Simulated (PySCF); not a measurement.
## Bond length, frequency and bond energy of HfB by level of theory

State: quartet, unpaired electrons σ ↑, π ↑↑. Set-up: basis Hf def2-TZVPP with ECP60, B def2-TZVPP; scalar-relativistic core potentials; PySCF 2.14. De refers to Hf (5d2 6s2) + B in their high-spin ground configurations, without counterpoise correction. The functionals are run spin-unrestricted. A positive dipole means Hf(−)B(+). Levels whose curve was spin-contaminated or gave no clean fit are not listed.

```
       Level  Re (Å)  ωe (cm⁻¹)  De (eV)  μ (D)
        ROHF   2.140        649      n/a  -3.38
    ROHF-MP2   2.137        645      n/a    n/a
ROHF-SCS-MP2   2.135        647      n/a    n/a
   ROHF-CCSD   2.160        610     2.55    n/a
ROHF-CCSD(T)   2.171        603     2.83    n/a
        BLYP   2.196        554      n/a  -2.51
       B97-3   2.159        597      n/a  -2.80
         M06   2.151        598      n/a  -2.48
       ωB97X   2.136        635      n/a  -2.99
```

The bond length runs from 2.135 Å (ROHF-SCS-MP2) to 2.196 Å (BLYP).

Correlated steps freeze 1 core orbital. De is left out where the level can put another filling of the metal’s s and d shells below the measured ground configuration, by anything from nothing to about 1 eV. These are scalar-relativistic numbers at best; spin–orbit coupling would shift them, the dissociation energy most. The CCSD T1 diagnostic is raised, a sign that a single reference may not be enough here. UHF is strongly spin-contaminated for HfB, so the ROHF reference used there is far from stable. The state is the lowest single determinant that the PBE0 search found; with open d or f shells the true ground state can be another one.

The whole job (state search and all levels along the bond) took about 19 min on 1 thread of Arm Neoverse V1 (shared host), peak memory 3 GiB.
